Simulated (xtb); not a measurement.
Harmonic IR lines of one isomer of C4H9B, unscaled. All values below come from GFN2-xTB (xtb).

wavenumber (cm⁻¹): 76 (vw), 175 (w), 191 (vw), 735 (w), 827 (s), 881 (vs), 964 (m), 978 (m), 1027 (w), 1141 (m), 1195 (m), 1229 (w), 1277 (m), 1343 (w), 1398 (w), 1454 (vw), 1730 (w), 2615 (s), 2649 (vs), 2929 (vs), 2953 (m), 2986 (m), 3006 (m), 3041 (m), 3058 (s)

**Question.** Identify which structure gives these lines.
A. `BC/C=C\C`
B. `B/C(C)=C/C`
C. `B/C=C/CC`
D. `BCC(=C)C`

**Answer.** A, `BC/C=C\C`
